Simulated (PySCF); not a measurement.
# r2SCAN on Mg (magnesium, neutral)

Configuration: [Ne] 3s2, closed-shell 1S. Calculation: PySCF 2.14, in aug-cc-pVTZ-DK; scalar relativity by spin-free X2C-1e.

- Total energy: -200.3486 hartree
- One-electron energy: -279.7675 hartree
- Hartree (Coulomb) energy: 95.8544 hartree
- Exchange-correlation energy: -16.4355 hartree
- ⟨S²⟩: 0.0000
- ⟨L²⟩: 0.000
- Sum of ⟨r⟩: 12.13 bohr
- Sum of ⟨r²⟩: 28.49 bohr²
- Langevin diamagnetic susceptibility: -22.6 ×10⁻⁶ cm³/mol

| shell | electrons | mean orbital energy (eV) | rms radius, mean of both spins (bohr) |
| --- | --- | --- | --- |
| 1s | 2 | -1269.5 | 0.151 |
| 2s | 2 | -83.179 | 0.761 |
| 2p | 6 | -48.318 | 0.779 |
| 3s | 2 | -4.822 | 3.44 |
